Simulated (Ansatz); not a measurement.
An input meant for WO2Br2 (WBr2O2) (charge 0, singlet).

```yaml
crystal:
  periodic: [false, false, false]
  atoms:
    - {symbol: W, position_ang: [0.100695, -0.000553, 0.070678]}
    - {symbol: O, position_ang: [0.150552, -0.013454, 1.774180]}
    - {symbol: O, position_ang: [1.717870, 0.006593, -0.466947]}
    - {symbol: Br, position_ang: [-0.987897, 2.038170, -0.672466]}
    - {symbol: Br, position_ang: [-0.981220, -2.030756, -0.705445]}
basis:
  gaussian: {orbitals: def2-mTZVP}
total_charge: -2
hamiltonian: {xc: {name: HF}}
correlation: {method: rpa}
scf: {omitted_lower_state_checks: [starts]}
```

```sh
$ ansatz run in.yaml --threads 4 --pin off --events-out ev --progress --plain --max-ram 3916MiB
```

It prints (some lines left out):

```
Functional definition: HF
1468 factors; integrals over basis functions are off by at most 4.3e-4 eV
mean field evaluation 1: about -145861.3058 eV, gradient 7.5e1 eV
mean field evaluation 2: about -145861.4219 eV, gradient 7.6e1 eV
mean field evaluation 4: about -145877.6174 eV, gradient 3.4e1 eV
mean field evaluation 8: about -145880.6307 eV, gradient 1.3e0 eV
mean field evaluation 16: about -145880.7041 eV, gradient 3.6e-5 eV
mean field -145880.70409953 eV, -5361.0169941650 hartree, gradient 3.0e-6 eV, S^2 0.000000; 0 other end points of the search recorded, 0 dependent functions left out; unrestricted orbitals would lower it
20 core orbitals not correlated: weight in the atoms' cores, before any rotation towards them, 1.000 or more for the frozen orbitals, at most 0.000 for the correlated occupied ones
reference -145880.70409953 eV, -5361.0169941650 hartree; 31, 31 occupied and 105, 105 virtual orbitals, 1468 factors
Total energy: -145913.65701360 eV, -5362.2279914208 hartree
Checks for a lower state left out: starts
```

In this input the charge is far from what the species holds (-2 typed, 0 meant). The run converged. The result belongs to that input, not to the species as meant.

In the def2 sets W takes a core potential; there is no spin–orbit coupling. Correlated methods freeze 20 core orbitals; core or outer-core shells of W, Br are correlated, in sets that lack core-valence functions. A multiply charged anion in the gas phase is held together partly by the finite basis. The highest occupied level of an anion often lies above zero with these methods, and sets without diffuse functions describe the outer electron poorly. The restricted singlet (for correlated methods, its reference) is unstable: a solution with broken spin symmetry lies lower. This restricted singlet of an open-shell metal wasn't tested against broken symmetry or higher spin.
